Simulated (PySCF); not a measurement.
Br2Hg. Atoms are numbered in the order given.

```xyz
3

Hg     0.0000     0.0000     0.0000
Br     0.0000     0.0000    -2.4127
Br     0.0000     0.0000     2.4127
```
Charge 0, spin multiplicity 1.

Geometry: PBE0-D3(BJ)/def2-SVP. The isomer is the one that the SMILES or the coordinates give; other isomers of the formula were not compared. The def2 effective core potentials stand for the cores of Hg; spin–orbit coupling is left out.

Calculation: PBE0/def2-TZVPD (PySCF).

Mulliken values depend strongly on the basis, most of all with diffuse functions as here. ESP charges are fitted to the potential on shells at 1.4 to 2.0 van der Waals radii. Atomic charges (e):

| atom | ESP fit | Mulliken |
|---|---|---|
| Hg1 | … | 0.62 |
| Br2 | … | -0.31 |
| Br3 | … | -0.31 |

Question: Complete the blanks. (The exact figures need the calculation; the answer reports its results.)

Answer: 
- Hg1, ESP fit: 0.47
- Br2, ESP fit: -0.23
- Br3, ESP fit: -0.23
